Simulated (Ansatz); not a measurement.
Input for Ansatz (a first-principles code): U-CCSD(T)/def2-SVP on CH4Sn (SMILES [CH3][SnH]), a point of a bond scan (R = 1.640 Å). Elements past Kr take the def2 small-core potentials; no spin–orbit coupling. The run froze 10 orbitals, filled d shells among them.

Ansatz 0.2 input:
```yaml
crystal:
  periodic: [false, false, false]
  atoms:
    - {symbol: Sn, position_ang: [0.00983745, 0.25050043, 0.24518718]}
    - {symbol: H, position_ang: [-0.34594591, 1.41339688, -1.06484958]}
    - {symbol: C, position_ang: [-0.01334196, -1.45640015, -1.15807253]}
    - {symbol: H, position_ang: [1.11253882, -1.21308550, -2.32498341]}
    - {symbol: H, position_ang: [-0.98669425, -1.50317430, -1.65333226]}
    - {symbol: H, position_ang: [0.18357434, -2.40265271, -0.65672900]}
basis:
  gaussian:
    orbitals: def2-SVP
correlation: {method: ccsd_t, electrons: outside_noble_gas}
scf: {omitted_lower_state_checks: [cluster_reference]}
magnetization: {spin_polarized: true, initial_magnetization: 0}
```

The head of its log:

```
WARN ansatz: RAYON_NUM_THREADS=1 ignored (pool sized by the plan → 1); use --threads N
Functional definition: HF
these checks for a lower state are left out or cut short: cluster_reference
integrals: 0.05 GiB planned
699 factors; integrals over basis functions are off by at most 8.4e-4 eV
mean field: 0.18 GiB planned
mean field evaluation 1: about -6893.7231 eV, gradient 1.4e1 eV
mean field evaluation 2: about -6893.7674 eV, gradient 1.4e1 eV
mean field evaluation 4: about -6895.2689 eV, gradient 1.5e0 eV
mean field evaluation 8: about -6895.2971 eV, gradient 1.2e-3 eV
mean field evaluation 16: about -6895.3065 eV, gradient 5.8e-3 eV
mean field evaluation 32: about -6894.1596 eV, gradient 5.8e0 eV
mean field -6895.30652799 eV, -253.3978410970 hartree, gradient 3.0e-6 eV, S^2 0.167350; 5 other end points of the search recorded, 0 dependent functions left out
10 core orbitals not correlated
reference -6895.30652799 eV, -253.3978410970 hartree; 6, 6 occupied and 44, 44 virtual orbitals, 699 factors
```

Q: Predict the final total energy.

A: -253.6690 hartree (reference determinant -253.3978, T1 diagnostic 0.050). Its determinant has ⟨S²⟩ = 0.17, a mixture of spin states.
